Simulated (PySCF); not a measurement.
## Selenium: a sound run and one with changed settings

Sound run: Se [Ar] 3d10 4s2 4p4, Se+ [Ar] 3d10 4s2 4p3. Computed with PySCF 2.14 in Sapporo-DKH3-DZP-2012 (6s5p3d1f, 43 functions), with the spin-free X2C one-electron Hamiltonian (Gaussian nucleus). In the sound run the correlated levels freeze [Ar] 3d10. The sound run starts from symmetry-adapted Hartree-Fock orbitals and uses a fine grid where one is needed.

Changed run: all electrons correlated in a basis built for the valence shell.

```
species  method  sound run (hartree)  changed run (hartree)  converged
     Se     MP2          -2428.08560            -2428.70941        yes
    Se+     MP2          -2427.75699            -2428.37921        yes
```

Ionisation energy of Se:

```csv
method,sound run (eV),changed run (eV)
UHF,8.486,8.486
MP2,8.942,8.985
SCS-MP2,8.959,8.981
```

A valence basis has no tight correlating functions, so it recovers only part of the core correlation, and not evenly between atom and ion.

For comparison, NIST gives 9.752 eV between the lowest levels.
